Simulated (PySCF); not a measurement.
C2H6OSi2, SMILES C#C[SiH2][SiH2]O. Coordinates come from a ωB97X-D3(BJ)/def2-SVP optimisation. This is a generated structure with no PubChem entry under its InChIKey; it may be hypothetical. One conformer was computed; it need not be the lowest.

Task: Give the equilibrium geometry at ωB97X-D3(BJ)/def2-SVP (PySCF confirms it by a frequency run) as a Z-matrix. (Estimate from the structure and the level; the computed values follow.)

Result: Several could match; the one computed here: 
```
Si
H 1 1.4904
H 1 1.4905 2 109.32
C 1 1.8520 2 109.36 3 -118.64
C 4 1.2158 1 174.80 2 -127.23
H 5 1.0777 3 159.17 1 -175.44
Si 1 2.3402 2 114.91 3 128.68
O 7 1.6722 1 105.38 2 152.28
H 8 0.9654 7 114.49 1 -34.12
H 7 1.4872 8 107.84 9 -155.77
H 7 1.4947 10 108.55 8 122.25
```
Charge 0, spin multiplicity 1.
